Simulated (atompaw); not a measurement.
**An all-electron radial function and its pseudo partner (Sn)**

Columns: radius, all-electron u(r) and pseudo u(r) of the 5s shell (level -11.41 eV) of tin in the configuration [Kr] 4d10 5s1 5p3; PBE, scalar-relativistic, PAW (atompaw) scheme, atompaw 4.2.0.5.

```csv
r (bohr),all-electron,pseudo
0.102,-0.1349,0.0835
0.204,0.1846,0.1660
0.306,0.1842,0.2463
0.408,-0.0461,0.3236
0.510,-0.2575,0.3969
0.612,-0.3536,0.4654
0.713,-0.3360,0.5278
0.815,-0.2389,0.5848
0.917,-0.0993,0.6352
1.019,0.0541,0.6788
1.121,0.2028,0.7155
1.223,0.3365,0.7451
1.325,0.4503,0.7678
1.427,0.5429,0.7839
1.529,0.6150,0.7936
1.631,0.6684,0.7974
1.733,0.7051,0.7958
1.835,0.7277,0.7893
1.937,0.7384,0.7785
2.038,0.7393,0.7641
2.140,0.7321,0.7463
2.242,0.7186,0.7258
2.344,0.7000,0.7031
2.446,0.6775,0.6785
2.548,0.6521,0.6523
2.650,0.6247,0.6247
```

Task: How many radial nodes do the two functions have?

Result: The all-electron 5s function has n − l − 1 = 4 (the table is too coarse to show those close to the nucleus); the pseudo-wave has 0, since the states of the same l below it are removed with the core.

Task: Where does each function peak?

Result: Outermost all-electron maximum near 2.04 bohr, pseudo maximum near 1.63 bohr (to the table’s step).

Task: Is the pseudo-wave norm-conserving?

Result: No, it belongs to a PAW set: the norm inside the radius is not constrained, and the difference is carried by the augmentation charge.
